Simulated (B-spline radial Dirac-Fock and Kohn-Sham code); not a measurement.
Method: Dirac-Fock (average of configuration) total-energy differences with a finite nucleus, the Breit interaction including its frequency dependence, and self-energy and vacuum-polarisation corrections. Computed with a B-spline atomic structure program. Correlation energy is missing from these numbers.

Question: Identify the element and charge state from the binding energies below (tabulated ground configuration; the least bound level is included).

```
level  binding energy (eV)
   2s              13718.6
2p1/2              13173.5
3p1/2               4406.4
3p3/2               4120.1
3d3/2               3736.8
   4s               2202.0
   4p               2051.4
```

Answer: Ta⁴²⁺: Z = 73 with 31 electrons, [Ar] 3d10 4s2 4p1.

Question: Identify the element and charge state from the binding energies below (tabulated ground configuration; the least bound level is included).

| level | binding energy (eV) |
| --- | --- |
| K | 26856.0 |
| L1 | 5861.8 |
| L2,3 | 5530.7 |

Answer: Pd³⁷⁺: Z = 46 with 9 electrons, [He] 2s2 2p5. The hydrogen-like estimate √(E/Ry) = 44.4 for the K level lies 1.6 below Z (screening lowers it, relativity raises it); the outermost level, at 5530.7 eV, fixes the charge.
